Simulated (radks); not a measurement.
Task: The table gives one normalised radial function P(r) = r R(r) of Yb2+ in [Xe] 4f14 (r in bohr). Calculated with a radial shooting solver on a logarithmic mesh with Libxc functionals: scalar-relativistic Kohn-Sham, Slater X-alpha with alpha = 0.828, spin-polarised, spherical densities, point nucleus.

r             P
0.002522  0.0000
0.003337  0.0000
0.00438   0.0000
0.005795  0.0000
0.007668  0.0000
0.01015   0.0001
0.01342   0.0002
0.01762   0.0004
0.02331   0.0012
0.03085   0.0032
0.04081   0.0083
0.054     0.0206
0.07145   0.0483
0.09379   0.1037
0.1241    0.2097
0.1642    0.3845
0.2172    0.6282
0.2874    0.8982
0.3803    1.1063
0.4992    1.1648
0.6605    1.0580
0.874     0.8397
1.156     0.5917
1.53      0.3734
2.024     0.2098
2.657     0.1041
3.516     0.0412
4.652     0.0122

Which n and l does it have? It may be an empty orbital.

Result: n = 4, l = 3: the number of nodes gives n - l - 1 = 0, the rise at small r (about r^(l+1), flatter next to the nucleus through relativity) gives l, and the extent must fit the shell. The curve is that of 4f. 4f: eigenvalue -20.455 eV, 0 radial nodes, <r> = 0.755 bohr, 90 % of the charge inside 1.32 bohr.
